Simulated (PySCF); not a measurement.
**Basis-set dependence of population analyses: C2H8BN**

Species: C2H8BN.
Bonds: C1–C2, C2–B3, B3–N4. Hydrogens: H5, H6, H7 on C1; H8, H9 on C2; H10 on B3; H11, H12 on N4.

PBE0 throughout (PySCF), one geometry, spherical d and f functions. Geometry: PBE0-D3(BJ)/def2-SVP, one conformer, isolated molecule. Atoms taken as equivalent share a column and are averaged. The first 7 of 8 kinds of atom are listed.

Mulliken charges (e):

| basis | functions | C1 | C2 | B3 | N4 | H5/H6/H7 | H8/H9 | H10 |
| --- | --- | --- | --- | --- | --- | --- | --- | --- |
| STO-3G | 28 | -0.228 | -0.241 | +0.241 | -0.455 | +0.071 | +0.063 | -0.071 |
| 6-31G | 52 | -0.496 | -0.510 | +0.460 | -0.830 | +0.161 | +0.150 | -0.059 |
| pcSseg-0 | 52 | -0.651 | -0.868 | +0.562 | -0.820 | +0.225 | +0.228 | +0.008 |
| 6-31G* | 72 | -0.528 | -0.467 | +0.293 | -0.763 | +0.170 | +0.155 | -0.044 |
| cc-pVDZ | 96 | -0.109 | -0.116 | -0.085 | -0.010 | +0.040 | +0.024 | -0.043 |
| def2-SVP | 96 | -0.104 | -0.139 | -0.066 | -0.103 | +0.040 | +0.035 | -0.041 |
| pcSseg-1 | 108 | -0.307 | -0.467 | +0.286 | -0.446 | +0.113 | +0.115 | -0.017 |
| 6-311+G(2d,p) | 156 | -0.512 | -0.399 | +0.384 | -0.609 | +0.144 | +0.127 | -0.025 |
| aug-cc-pVDZ | 164 | +0.343 | +0.516 | -0.115 | -0.036 | -0.176 | -0.300 | +0.478 |
| def2-TZVP | 172 | -0.364 | -0.261 | +0.074 | -0.467 | +0.120 | +0.097 | -0.014 |
| IGLO-III | 220 | -0.359 | -0.370 | +0.399 | -0.526 | +0.114 | +0.095 | -0.088 |
| cc-pVTZ | 232 | -0.300 | -0.205 | +0.005 | -0.225 | +0.097 | +0.076 | -0.028 |

IAO charges (e):

```json
{"basis": "STO-3G", "functions": "28", "C1": "-0.383", "C2": "-0.386", "B3": "+0.141", "N4": "-0.447", "H5/H6/H7": "+0.127", "H8/H9": "+0.128", "H10": "-0.013"}
{"basis": "6-31G", "functions": "52", "C1": "-0.415", "C2": "-0.403", "B3": "+0.136", "N4": "-0.530", "H5/H6/H7": "+0.139", "H8/H9": "+0.136", "H10": "-0.014"}
{"basis": "pcSseg-0", "functions": "52", "C1": "-0.407", "C2": "-0.408", "B3": "+0.115", "N4": "-0.488", "H5/H6/H7": "+0.137", "H8/H9": "+0.138", "H10": "-0.016"}
{"basis": "6-31G*", "functions": "72", "C1": "-0.395", "C2": "-0.394", "B3": "+0.151", "N4": "-0.527", "H5/H6/H7": "+0.132", "H8/H9": "+0.131", "H10": "-0.021"}
{"basis": "cc-pVDZ", "functions": "96", "C1": "-0.393", "C2": "-0.393", "B3": "+0.129", "N4": "-0.515", "H5/H6/H7": "+0.131", "H8/H9": "+0.131", "H10": "-0.016"}
{"basis": "def2-SVP", "functions": "96", "C1": "-0.383", "C2": "-0.389", "B3": "+0.131", "N4": "-0.505", "H5/H6/H7": "+0.128", "H8/H9": "+0.129", "H10": "-0.020"}
{"basis": "pcSseg-1", "functions": "108", "C1": "-0.394", "C2": "-0.397", "B3": "+0.136", "N4": "-0.522", "H5/H6/H7": "+0.132", "H8/H9": "+0.132", "H10": "-0.016"}
{"basis": "6-311+G(2d,p)", "functions": "156", "C1": "-0.408", "C2": "-0.406", "B3": "+0.142", "N4": "-0.547", "H5/H6/H7": "+0.137", "H8/H9": "+0.137", "H10": "-0.015"}
{"basis": "aug-cc-pVDZ", "functions": "164", "C1": "-0.406", "C2": "-0.403", "B3": "+0.138", "N4": "-0.543", "H5/H6/H7": "+0.136", "H8/H9": "+0.136", "H10": "-0.015"}
{"basis": "def2-TZVP", "functions": "172", "C1": "-0.408", "C2": "-0.406", "B3": "+0.143", "N4": "-0.545", "H5/H6/H7": "+0.137", "H8/H9": "+0.137", "H10": "-0.016"}
{"basis": "IGLO-III", "functions": "220", "C1": "-0.409", "C2": "-0.407", "B3": "+0.142", "N4": "-0.549", "H5/H6/H7": "+0.137", "H8/H9": "+0.137", "H10": "-0.015"}
{"basis": "cc-pVTZ", "functions": "232", "C1": "-0.409", "C2": "-0.406", "B3": "+0.141", "N4": "-0.543", "H5/H6/H7": "+0.137", "H8/H9": "+0.137", "H10": "-0.016"}
```

Some averages cover members that differ in this geometry, most widely: H8/H9, Mulliken in aug-cc-pVDZ -0.348 to -0.252; H8/H9, Mulliken in 6-311+G(2d,p) +0.110 to +0.145; H8/H9, Mulliken in cc-pVDZ +0.009 to +0.040; H8/H9, Mulliken in def2-SVP +0.020 to +0.050 e.

Question: Which scheme is steadiest as the basis changes?

Answer: Largest range over the bases for any column: IAO 0.10 e, Mulliken 1.38 e. IAO charges move least and Mulliken charges most, counted in e. Without the minimal STO-3G basis the ranges are IAO 0.06, Mulliken 1.38 e.

Question: How much do the charges still move between the two largest bases, IGLO-III and cc-pVTZ?

Answer: At most, over all atoms: Mulliken 0.394 e, IAO 0.006 e.

Question: What do the same runs give for the total energy, the frontier levels and the dipole moment?

Answer: 
```json
{"basis": "STO-3G", "energy (Eh)": "-158.5159", "HOMO (eV)": "-6.15", "LUMO (eV)": "4.37", "μ (D)": "1.98"}
{"basis": "6-31G", "energy (Eh)": "-160.4333", "HOMO (eV)": "-8.00", "LUMO (eV)": "1.25", "μ (D)": "1.82"}
{"basis": "pcSseg-0", "energy (Eh)": "-160.1170", "HOMO (eV)": "-8.25", "LUMO (eV)": "1.07", "μ (D)": "1.96"}
{"basis": "6-31G*", "energy (Eh)": "-160.4639", "HOMO (eV)": "-7.98", "LUMO (eV)": "1.24", "μ (D)": "1.82"}
{"basis": "cc-pVDZ", "energy (Eh)": "-160.4798", "HOMO (eV)": "-8.05", "LUMO (eV)": "0.98", "μ (D)": "1.84"}
{"basis": "def2-SVP", "energy (Eh)": "-160.3586", "HOMO (eV)": "-8.10", "LUMO (eV)": "0.96", "μ (D)": "1.86"}
{"basis": "pcSseg-1", "energy (Eh)": "-160.4545", "HOMO (eV)": "-8.22", "LUMO (eV)": "0.76", "μ (D)": "1.75"}
{"basis": "6-311+G(2d,p)", "energy (Eh)": "-160.5224", "HOMO (eV)": "-8.23", "LUMO (eV)": "0.11", "μ (D)": "1.61"}
{"basis": "aug-cc-pVDZ", "energy (Eh)": "-160.4922", "HOMO (eV)": "-8.21", "LUMO (eV)": "-0.10", "μ (D)": "1.59"}
{"basis": "def2-TZVP", "energy (Eh)": "-160.5330", "HOMO (eV)": "-8.20", "LUMO (eV)": "0.63", "μ (D)": "1.65"}
{"basis": "IGLO-III", "energy (Eh)": "-160.5403", "HOMO (eV)": "-8.23", "LUMO (eV)": "0.49", "μ (D)": "1.60"}
{"basis": "cc-pVTZ", "energy (Eh)": "-160.5314", "HOMO (eV)": "-8.18", "LUMO (eV)": "0.70", "μ (D)": "1.69"}
```

The dipole is fixed by the density alone, so its range of 0.39 D shows that the density itself changes with the basis, not only its division among atoms.
